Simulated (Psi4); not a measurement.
A dimer, C2H6 ··· CH3Br (SMILES CC and CBr); the first 8 atoms form monomer A.

```
13

C      0.7630    -0.0058     0.0145
C     -0.7630     0.0058    -0.0145
H      1.1796     0.0506    -0.9931
H      1.1443    -0.9178     0.4781
H      1.1556     0.8409     0.5812
H     -1.1443     0.9178    -0.4780
H     -1.1796    -0.0508     0.9931
H     -1.1556    -0.8408    -0.5813
C      2.6525    -3.7070     2.0464
Br     0.9497    -4.0699     1.1517
H      3.1392    -2.8993     1.5115
H      3.2436    -4.6152     2.0089
H      2.4322    -3.4238     3.0695
```

Q: What interaction energy does Psi4 1.11 with SAPT0/jun-cc-pVDZ, frozen core give, and which attractive term is the largest?

A: Total -0.41 kcal/mol: electrostatics -0.37, exchange 0.94, induction -0.12, dispersion -0.86. The most attractive term is dispersion.
